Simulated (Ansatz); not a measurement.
This geometry of H$_{9}$NOSi$_{3}$ (14 atoms, charge 0, multiplicity 1) is a first-order saddle point.

Level of theory: RKS PBE/def2-SVP in Ansatz.

```xyz
14
Properties=species:S:1:pos:R:3
N -1.360 0.001 1.955
Si -1.481 0.517 0.239
Si 0.278 -0.833 -0.623
O 0.734 -1.565 0.830
Si 2.039 0.391 -1.603
H -2.182 -0.478 2.338
H -1.070 0.723 2.623
H -1.266 2.007 0.147
H -2.864 0.206 -0.276
H -0.226 -1.839 -1.633
H 0.113 -1.203 1.525
H 1.552 1.027 -2.883
H 2.494 1.492 -0.680
H 3.227 -0.475 -1.930
```

(1) Which two structures does it join? (They come from a converged band through this point; their orientation in space is the band's.)

(2) How far does it lie above each of them?

Answers

(1) No bond is made or broken. The height of N1 over the plane of its neighbours goes from -0.31 to -0.31 Å.

First end point:

```xyz
14
Properties=species:S:1:pos:R:3
N -1.179 0.208 1.897
Si -1.602 0.369 0.169
Si 0.212 -0.895 -0.689
O 0.586 -1.756 0.720
Si 2.014 0.440 -1.429
H -1.960 0.201 2.562
H -0.464 0.857 2.247
H -1.775 1.790 -0.318
H -2.926 -0.335 0.022
H -0.190 -1.823 -1.808
H 0.036 -1.358 1.445
H 1.619 1.175 -2.686
H 2.365 1.469 -0.383
H 3.250 -0.371 -1.721
```

Last end point:

```xyz
14
Properties=species:S:1:pos:R:3
N -1.533 -0.102 1.938
Si -1.416 0.589 0.294
Si 0.367 -0.772 -0.474
O 0.971 -1.239 1.036
Si 1.992 0.351 -1.757
H -2.077 -0.968 2.024
H -1.825 0.539 2.685
H -0.996 2.021 0.501
H -2.706 0.593 -0.494
H -0.141 -1.952 -1.274
H 0.317 -0.919 1.713
H 1.395 0.725 -3.091
H 2.435 1.614 -1.066
H 3.203 -0.509 -2.006
```

(2) 0.5 kcal/mol above the first and 0.5 kcal/mol above the second. This is the barrier of this one path; another mechanism may lie lower.

Run time: 8.4 min on 2 threads of Arm Neoverse V2, on a shared host, peak memory 0.17 GiB.
